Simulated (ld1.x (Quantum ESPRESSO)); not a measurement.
## Ni: one change to a PAW potential, before and after

Ni, PAW, made with ld1.x (Quantum ESPRESSO) 7.5 (LDA (PZ), scalar-relativistic). Core [Ne], reference 3s2 3p6 3d8 4s1 4p0 (charge +1). Waves: 3s (bound): rcut 1.10, rcutus 1.20 bohr; 4s (bound): rcut 1.10, rcutus 1.20 bohr; 3p (bound): rcut 1.35, rcutus 1.70 bohr; 4p (bound, empty): rcut 1.35, rcutus 1.70 bohr; 3d (bound): rcut 1.40, rcutus 1.50 bohr; 3d channel at 2.15 Ry: rcut 1.40, rcutus 1.50 bohr. Local part: all-electron potential smoothed inside 1.10 bohr (lloc = -1). Core correction: Bessel-smoothed model core inside 0.75 bohr. Augmentation charge: BESSEL, radius 0.90 bohr.

Change: waves 3p (bound): rcut 1.35, rcutus 2.16 bohr; 4p (bound): rcut 1.35, rcutus 2.16 bohr.

Cutoffs: the cutoffs (Ry, on a coarse ladder) from which the occupation-weighted sum of valence levels, in a spherical-Bessel basis at the reference potential, stays within 10 and 1 mRy of its value at 400 Ry; they do not see the model core or the augmentation charge, which bear on the density cutoff. Errors are all-electron minus pseudo energies relative to the spin-unpolarised reference configuration.

**Question.** Predict the effect on cutoff, ghosts and configuration errors.

**Answer.** The potential gets neither clearly harder nor softer (60 Ry and 90 Ry → 60 Ry and 90 Ry); the s channel sets the loose cutoff, while the largest relative change is in p, which becomes softer; the number of tests that count goes from 9 to 6; of the 6 tests that both files solve, the error grows in 2 and shrinks in 0 by more than 15 % and 0.3 meV (median size 1.6 → 1.6 meV); neither file shows a bound ghost at the reference potential, the only one tested.

| quantity | base | changed |
| --- | --- | --- |
| cutoff, loose | 60 Ry | 60 Ry |
| cutoff, tight | 90 Ry | 90 Ry |
| loose cutoff by channel (10 mRy a level) | s 45 Ry, p 25 Ry, d 40 Ry | s 45 Ry, p 15 Ry, d 40 Ry |
| bound ghosts | none | none |
| tests counted (converged, no solver errors) | 9 of 9 | 6 of 9 |
| error for 3s2 3p6 3d8 4s2 4p0, meV [ΔE -9.60 eV] | +0.6 | +0.5 |
| error for 3s2 3p6 3d8 4s0 4p0, meV [ΔE 17.66 eV] | -2.1 | -2.2 |
| error for 3s2 3p6 3d7 4s0 4p0, meV [ΔE 55.46 eV] | -5.0 | -9.7 |
| error for 3s2 3p6 3d7 4s2 4p0, meV [ΔE 6.81 eV] | -7.5 | -16 |
| error for 3s2 3p6 3d8 4s1 4p0 (spin-polarised), meV [ΔE -1.37 eV] | -1.1 | -0.9 |
| error for 3s2 3p6 3d8 4s2 4p0 (spin-polarised), meV [ΔE -10.51 eV] | -0.7 | -0.8 |
| lowest overlap eigenvalue by channel | s 0.05, p 0.74, d 0.85 | s 0.05, p 0.73, d 0.85 |

Changed file: Tests not counted: 3s2 3p6 3d7 4s2 4p1 (solver errors, printed error -3.0 eV); 3s2 3p5 3d8 4s2 4p0 (solver errors, printed error -3882 eV); 3s2 3p6 3d6 4s0 4p0 (solver errors, printed error -3249 eV).
